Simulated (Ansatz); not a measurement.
In₂As⁺. Total charge 1; singlet. Geometry r2SCAN-D4/def2-TZVP.

Cartesian coordinates in Å:
```
In -1.886 0.682 -0.787
In 1.478 -1.459 0.579
As 0.409 0.777 0.209
```

In the def2 sets In takes a core potential; there is no spin–orbit coupling. At r2SCAN-D4/def2-TZVP, PBE0-D4/def2-TZVP the restricted singlet is unstable: a solution with broken spin symmetry lies lower. At r2SCAN-D4/def2-TZVP, B97M-V/def2-TZVP an occupied level of the charge 1 singlet lies above an empty one (by up to 0.16 eV), so this SCF solution is probably not the lowest. The restricted singlet is unstable towards broken spin symmetry at other levels; at B97M-V/def2-TZVP, PBE0-D4/def2-SVP, r2SCAN0-D4/def2-TZVP this wasn't settled. The geometry of the singlet was relaxed on an unsound state (an occupied level 0.16 eV above an empty one). At PBE0-D4/def2-TZVP a triplet of charge 1 lies 0.84 eV below the restricted singlet, each at its own geometry. The structure comes from a short search, and lower isomers may exist.

(1) Estimate the orbital energies around the gap (eV) in Ansatz with r2SCAN-D4/def2-TZVP, B97M-V/def2-TZVP, PBE0-D4/def2-SVP, PBE0-D4/def2-TZVP, r2SCAN0-D4/def2-TZVP.

Results:

(1) 
```tsv
orbital	r2SCAN-D4/def2-TZVP	B97M-V/def2-TZVP	PBE0-D4/def2-SVP	PBE0-D4/def2-TZVP	r2SCAN0-D4/def2-TZVP
HOMO−5	-24.56	-24.75	-26.53	-26.47	-26.93
HOMO−4	-19.27	-19.07	-20.48	-20.41	-20.79
HOMO−3	-14.50	-14.11	-15.23	-15.17	-15.39
HOMO−2	-12.95	-12.64	-13.54	-13.51	-13.68
HOMO−1	-9.82	-9.71	-10.42	-10.44	-10.59
HOMO	-9.77	-9.65	-10.31	-10.30	-10.44
LUMO	-9.93	-9.71	-9.28	-9.23	-9.32
LUMO+1	-6.81	-6.94	-6.28	-6.27	-6.19
LUMO+2	-6.79	-6.84	-6.27	-6.25	-6.18
LUMO+3	-6.39	-6.49	-5.90	-5.87	-5.78
LUMO+4	-5.83	-5.99	-5.29	-5.31	-5.19
LUMO+5	-3.97	-4.27	-3.66	-3.72	-3.41
```
